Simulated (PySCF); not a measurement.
Re²⁺: interval between two levels

Re²⁺ [Xe] 4f14 5d5 [6S5/2, M_J = 5/2] → Re²⁺ [Xe] 4f14 5d4 6p1 [6F11/2, M_J = 11/2], as a difference of total energies. All numbers are calculated (PySCF 2.14, the two-component X2C-1e Hamiltonian, in x2c-SVPall-2c with one added diffuse shell each of s, d type (8s9p10d2f, 99 functions)). "Screened" scales the spin-orbit matrix elements by Boettger's factors to mimic the two-electron term; Breit and QED terms are absent.

```json
{"method": "GHF (spin-free)", "interval between two levels (cm⁻¹)": "86847"}
{"method": "GHF (screened spin-orbit)", "interval between two levels (cm⁻¹)": "90836"}
```

The labels give the starting determinants; with spin-orbit coupling the two ends relaxed to ⟨J²⟩ = 8.75, ⟨L²⟩ = 0.25, ⟨S²⟩ = 8.51 and ⟨J²⟩ = 35.78, ⟨L²⟩ = 13.22, ⟨S²⟩ = 8.21.
